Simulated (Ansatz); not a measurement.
Geometry optimisation, Ansatz 0.2.0, UKS PBE/def2-SVP.

input.yaml

```yaml
crystal:
  periodic: [false, false, false]
  atoms:
    - { symbol: Ga, position_ang: [-0.044562, -9.2e-05, -0.270474] }
    - { symbol: H, position_ang: [0.05268, -0.00019, 1.300995] }
    - { symbol: Cl, position_ang: [1.860174, -3.5e-05, -1.315333] }
    - { symbol: H, position_ang: [-1.311489, 4.4e-05, -1.202595] }
    - { symbol: C, position_ang: [0.010016, 0.000142, 3.609971] }
    - { symbol: F, position_ang: [-0.679624, -1.065542, 4.006999] }
    - { symbol: F, position_ang: [1.269194, -0.059718, 4.028573] }
    - { symbol: F, position_ang: [-0.576188, 1.125291, 4.008863] }
magnetization:
  spin_polarized: true
  initial_magnetization: 1
basis:
  gaussian: { orbitals: def2-SVP }
hamiltonian:
  xc: pbe
relax:
  f_tol: 0.03
  max_steps: 50
```

Command:

```bash
$ ansatz run input.yaml --threads 4 --pin off --max-ram 5120MiB --backend cpu --events-out ev --progress --plain --runs-dir out
```

Where does it end, and by what steps?

It converged. After 17 steps the energy has fallen by 1.222 eV; H2 moved furthest, 1.15 Å. Parted: Ga1–H2 (1.57 → 3.14 Å). Joined: H2–C5 (2.31 → 1.12 Å).

| step | energy less start (eV) | largest force component (eV/Å) | accepted |
| --- | --- | --- | --- |
| 0 | 0.0000 | 0.154 | yes |
| 1 | -0.0023 | 0.094 | yes |
| 2 | -0.0058 | 0.124 | yes |
| 3 | -0.0128 | 0.205 | yes |
| 4 | -0.0277 | 0.354 | yes |
| 5 | -0.0581 | 0.598 | yes |
| 6 | -0.1154 | 0.956 | yes |
| 7 | -0.2154 | 1.421 | yes |
| 8 | -0.6695 | 2.240 | yes |
| 9 | -0.8627 | 4.098 | yes |
| 10 | -1.1113 | 0.526 | yes |
| 11 | -1.1697 | 0.329 | yes |
| 12 | -1.2053 | 0.137 | yes |
| 13 | -1.2131 | 0.128 | yes |
| 14 | -1.2185 | 0.186 | yes |
| 15 | -1.2203 | 0.178 | yes |
| 16 | -1.2215 | 0.064 | yes |
| 17 | -1.2218 | 0.013 | yes |

```xyz
8
Properties=species:S:1:pos:R:3
Ga -0.166 0.000 -0.671
H 0.139 -0.002 2.450
Cl 1.865 -0.001 -1.498
H -1.370 0.001 -1.760
C 0.056 0.000 3.564
F -0.661 -1.062 3.975
F 1.275 -0.059 4.126
F -0.559 1.121 3.981
```

Whether the end is a true minimum wasn't checked by a vibrational analysis.

The run took 42 s on 4 threads of Arm Neoverse V1 (shared host), peak memory 0.2 GiB.
